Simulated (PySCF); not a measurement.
# Reading the logs of faulty runs: AlCH5NSi

All numbers below are calculated, not measured. The program is PySCF 2.14.0, an open-source quantum chemistry code, run on an isolated molecule that a program drew, which may never have been made. The molecule is AlCH5NSi (charge 0, doublet), drawn as the SMILES string `N=[SiH][CH2][AlH]`.

Each row is a Hartree-Fock (HF) and frozen-core CCSD(T) single point in the cc-pV(D+d)Z basis, meant for a local HF minimum. Run 1 is clean. Each other run has one planted mistake out of seven kinds, and not every kind appears here: one electron removed, one electron added, multiplicity raised by two, geometry at a saddle point, minimal basis STO-3G, one bond length entered in bohr, all coordinates scaled. The reference is restricted for singlets and unrestricted otherwise, and also for a bond in bohr. Adding or removing an electron swaps singlet and doublet. Electrons count all cores. HOMO and LUMO are orbital energies over both spins, the gradient is its largest component, and the lowest frequency (negative if imaginary) is given only where the gradient is small. Bond lengths are over the 8 bonds as drawn. T1 is the CCSD diagnostic: over 0.02 (restricted) or 0.045 (unrestricted) a single reference is doubtful.

Geometry of the clean run:
```xyz
9
AlCH5NSi, angstrom
N    -2.5239    0.7527    0.2526
Si   -1.3466    0.0909   -0.5560
C     0.2112    0.8065   -1.2550
Al    1.8153    0.7095   -0.0794
H    -2.5932    1.7323    0.4574
H    -1.4133   -1.3642   -0.7666
H     0.4797    0.2196   -2.1464
H     0.0489    1.8454   -1.5576
H     2.2498   -0.7317    0.4406
```

| run | electrons | basis functions | <S^2> | HOMO (eV) | LUMO (eV) | gradient (hartree/bohr) | lowest frequency (cm^-1) | mean bond (Å) | longest bond (Å) | T1 | HF (hartree) | CCSD(T) (hartree) | mistake |
|---|---|---|---|---|---|---|---|---|---|---|---|---|---|
| 1 | 45 | 99 | 0.754 | -8.34 | 0.51 | 1.7e-05 | 54 | 1.4598 | 1.991 | 0.0185 | -626.02398 | -626.53847 | no fault |
| 2 | 45 | 33 | 1.136 | -4.24 | 7.07 | 4.4e-02 | - | 1.4598 | 1.991 | 0.0577 | -618.53403 | -618.76481 | minimal basis STO-3G |
| 3 | 45 | 99 | 1.683 | -8.40 | 0.49 | 1.5e-02 | - | 1.6235 | 2.781 | 0.0476 | -625.91206 | -626.41511 | ? |
| 4 | 45 | 99 | 3.780 | -5.40 | 0.33 | 1.1e-01 | - | 1.4598 | 1.991 | 0.0298 | -625.91915 | -626.39366 | ? |

**Which mistake was planted in run 3, and what did it cost?**

The mean bond changes by a factor of 1.112 and the longest by 1.397, so the molecule wasn't scaled as a whole. A length L in bohr read as angstrom grows by (1/0.5292 - 1) L = 0.890 L. The 8 bonds together grew by 8 x 0.1637 = 1.310 Å, which gives L = 1.472 Å. That is bond Si2-H6, 1.472 Å in the clean geometry. So the mistake is: one bond length entered in bohr. Subtracting run 1 and multiplying by 627.51 kcal/mol a hartree, the energy moved by 70.2 kcal/mol in HF and 77.4 kcal/mol in CCSD(T).

**Which mistake was planted in run 4, and what did it cost?**

Electrons, basis and geometry are unchanged, and <S^2> is 3.780, beside S(S+1) = 3.75 for a multiplicity of 4. So the mistake is: multiplicity raised by two. Subtracting run 1 and multiplying by 627.51 kcal/mol a hartree, the energy moved by 65.8 kcal/mol in HF and 90.9 kcal/mol in CCSD(T).

Cautions from the logs. Run 2: T1 is over the limit, so its CCSD(T) energy is less reliable; run 3: T1 is over the limit, so its CCSD(T) energy is less reliable.
